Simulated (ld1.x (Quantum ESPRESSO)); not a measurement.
Configuration tests for hafnium (RRKJ)

```json
{
 "Element": "hafnium",
 "Generator": "ld1.x (Quantum ESPRESSO) 7.5",
 "Type": "norm-conserving RRKJ (Kleinman–Bylander form)",
 "Functional": "PBE",
 "Relativity": "scalar-relativistic",
 "Frozen core": "[Kr] 4d10 4f14",
 "Valence charge": "12",
 "Reference configuration": "5s2 5p6 5d2 6s2 6p0",
 "Partial waves": "5s (bound): rc 1.70 bohr; 5d (bound): rc 3.05 bohr; 5p (bound): rc 1.45 bohr",
 "Local potential": "the p channel",
 "Core correction": "none"
}
```

Occupied shells without a wave of their own: 6s. They enter only through the test configuration that unscreens the potential.

Energies are relative to the spin-unpolarised reference configuration 5s2 5p6 5d2 6s2 6p0; without spin polarisation the order of configurations can differ from experiment. The frozen-core shift is the all-electron ΔE with the core orbitals held at their reference shape minus the fully relaxed ΔE.

```csv
valence configuration,charge,ΔE all-electron (eV),error AE − PS (meV),frozen-core shift (meV)
5s2 5p6 5d2 6s1 6p0,+1,7.976,-583,+3.4
5s2 5p6 5d2 6s0 6p0,+2,22.156,-1473,+12
5s2 5p6 5d1 6s2 6p1,0,1.962,+63,+6.5
5s2 5p6 5d2 6s0 6p2,0,7.862,-1041,+3.7
5s2 5p6 5d1 6s2 6p0,+1,6.498,+15,+9.3
```

**Question.** What are ΔE and the potential's error for 5s2 5p6 5d2 6s1.5 6p0?

**Answer.** ΔE = 3.254 eV all-electron; the error (AE − PS) is -260 meV.

**Question.** What are ΔE and the potential's error for 5s2 5p6 5d1 6s0 6p0?

**Answer.** ΔE = 43.950 eV all-electron; the error (AE − PS) is -2004 meV.

The 6s level has no wave, so the channel is fitted at the deeper level alone: the likely source of the large errors.

The potential misses its own reference levels by up to 0.5 eV.
